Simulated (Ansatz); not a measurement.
Species: H2F2Sn, SMILES `[F][SnH2][F]` (charge 0, multiplicity 1).

**Question.** Give a relaxed geometry from PBE0-D4/def2-TZVP run with Ansatz (a program for electronic structure).

**Answer.** the end point of this relaxation (outside a Z-matrix the atoms follow the SMILES, hydrogens last).
Bonds (Å): F1–Sn2 1.909, Sn2–F3 1.909, Sn2–H4 1.692, Sn2–H5 1.692. Angles (°): F1–Sn2–F3 103.4, F1–Sn2–H4 107.1, F1–Sn2–H5 107.1, F3–Sn2–H4 107.1, F3–Sn2–H5 107.1, H4–Sn2–H5 123.4.
